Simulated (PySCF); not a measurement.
PySCF job for Al(H) cation (AlH), SMILES [AlH] (connectivity only; charge and spin as stated), charge +1, multiplicity 2, B3LYP-D3(BJ)/def2-TZVPD. Geometry: B3LYP-D3(BJ)/def2-TZVPD. The spin state was assumed, not searched.

```python
import numpy as np
from pyscf import gto, scf, dft, df
from pyscf.hessian import thermo

mol = gto.M(
    atom='''
    Al    0.00000000    0.00000000   -0.11595257
    H     0.00000000    0.00000000    1.50738345
    ''',
    basis='def2-TZVPD',
    charge=1,
    spin=1,
    max_memory=1600,
    verbose=3,
)
mf = dft.UKS(mol, xc='b3lyp').density_fit(auxbasis='def2-universal-jkfit')
mf.disp = 'd3bj'
mf.grids.level = 3
mf.conv_tol = 1e-11
mf.max_cycle = 100
mf.kernel()
fine, coarse = mf.grids, dft.Grids(mol).set(level=1).build(with_non0tab=True)
for _ in range(3):  # follow internal instabilities
    mf.grids = coarse
    mo, _, stable, _ = mf.stability(return_status=True, nroots=4)
    mf.grids = fine
    if stable:
        break
    mf.kernel(mf.make_rdm1(mo, mf.mo_occ))

# [left out here: the lines that compute and print the analytic Hessian (its translational invariance restored by hand, since the grid's response is missing), thermochemistry and intensities]
```

It prints:

```

WARN: HOMO -0.19976585578044 >= LUMO -0.199765855780436

converged SCF energy = -242.704251370083  <S^2> = 0.75832662  2S+1 = 2.0083094
<class 'pyscf.df.df_jk.DFUKS'> wavefunction is stable in the internal stability analysis

WARN: DFTD3 does not support analytical Hessian, using finite difference


WARN: Mole.unit (angstrom) is changed to Bohr

Mode                                 0
Irrep
Freq [cm^-1]                     1612.2737
Reduced mass [au]                   1.0442
Force const [Dyne/A]                1.5992
Char temp [K]                    2319.7028
Normal mode                   x     y     z
       0  Al                 0.00  0.00 -0.04
       1   H                 0.00  0.00  0.98
temperature 298.1500 [K]
pressure 101325.00 [Pa]
Rotational constants [GHz] inf 197.36441 197.36441
Symmetry number 1
Zero-point energy (ZPE) 0.00367 [Eh]   9643.538 [J/mol]
                           tot       elec      trans        rot        vib
Entropy [J/mol/K]       193.086      5.763    150.299     36.993      0.031
Cv [J/mol/K]             20.997      0.000     12.472      8.314      0.210
Cp [J/mol/K]             29.311      0.000     20.786      8.314      0.210
Internal energy [J/mol]                      3718.434   2478.956   9651.601
Internal energy [Eh]   -242.69821  -242.70425
Enthalpy [J/mol]                             6197.391   2478.956   9651.601
Enthalpy [Eh]          -242.69727
Gibbs free energy [J/mol]                  -38614.370  -8550.556   9642.502
Gibbs free energy [Eh] -242.71920
mode   freq/cm-1   IR/(km/mol)
   1     1612.27        23.036
max |gradient| / (hartree/bohr): 1.747590446714545e-05
APT charges: [0.9428 0.0572]
```

The run converged.

Cost: around 7 core-seconds (rough).
